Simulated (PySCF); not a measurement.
C₅H₆O₂, SMILES C#C[C@H](C)C(=O)O. Atoms are numbered in the order given.

```xyz
13

C     -0.9905    -2.1665    -1.0995
C     -0.8105    -1.0398    -0.6958
C     -0.5773     0.3366    -0.2476
C     -0.3169     1.2974    -1.4143
C      0.5685     0.3858     0.7698
O      1.5789     1.0257     0.6381
O      0.3036    -0.3620     1.8536
H     -1.1537    -3.1679    -1.4500
H     -1.4768     0.6610     0.3085
H     -0.1752     2.3211    -1.0406
H     -1.1646     1.2817    -2.1133
H      0.5937     1.0037    -1.9544
H      1.0758    -0.2915     2.4410
```

Geometry: B3LYP-D3(BJ)/def2-SVP. Other conformers were not sampled.

All values below come from B3LYP-D3(BJ)/def2-SVP run with PySCF 2.14.0.

Frequencies are harmonic and unscaled.

### Question
List the normal modes with their intensities. (Estimate from the structure and the level; the computed values follow.)

### Answer

| mode | ν (cm⁻¹) | IR (km/mol) | moving atoms (share of kinetic energy) |
|---|---|---|---|
| 1 | 30 | 0.9 | O 73 %, C 20 % |
| 2 | 143 | 0.2 | C 59 %, O 25 %, H 16 % |
| 3 | 210 | 1.4 | H 50 %, C 48 % |
| 4 | 234 | 1.0 | H 69 %, C 24 % |
| 5 | 267 | 3.7 | C 43 %, O 31 %, H 26 % |
| 6 | 422 | 1.8 | C 68 %, O 18 %, H 14 % |
| 7 | 435 | 2.2 | C 51 %, O 35 %, H 15 % |
| 8 | 557 | 34.5 | C 68 %, H 21 %, O 11 % |
| 9 | 568 | 25.3 | C 41 %, H 36 %, O 24 % |
| 10 | 638 | 72.9 | H 58 %, O 24 %, C 18 % |
| 11 | 696 | 35.1 | H 77 %, C 22 % |
| 12 | 705 | 35.9 | H 76 %, C 24 % |
| 13 | 739 | 55.9 | C 47 %, O 31 %, H 22 % |
| 14 | 827 | 7.8 | C 61 %, H 29 %, O 10 % |
| 15 | 910 | 2.3 | C 49 %, H 44 % |
| 16 | 1032 | 2.0 | H 56 %, C 42 % |
| 17 | 1105 | 39.0 | C 63 %, H 27 %, O 10 % |
| 18 | 1116 | 11.9 | H 66 %, C 33 % |
| 19 | 1194 | 200.2 | H 40 %, O 35 %, C 25 % |
| 20 | 1275 | 4.6 | H 68 %, C 27 % |
| 21 | 1305 | 4.0 | H 61 %, C 39 % |
| 22 | 1387 | 70.7 | C 61 %, H 31 %, O 8 % |
| 23 | 1399 | 11.1 | H 78 %, C 21 % |
| 24 | 1462 | 8.1 | H 96 % |
| 25 | 1467 | 7.4 | H 95 % |
| 26 | 1867 | 304.6 | C 64 %, O 35 % |
| 27 | 2231 | 2.2 | C 91 %, H 9 % |
| 28 | 3021 | 5.2 | H 92 % |
| 29 | 3055 | 13.3 | H 97 % |
| 30 | 3148 | 11.8 | H 90 %, C 10 % |
| 31 | 3152 | 8.5 | H 90 %, C 10 % |
| 32 | 3472 | 72.6 | H 86 %, C 14 % |
| 33 | 3748 | 78.6 | H 94 % |
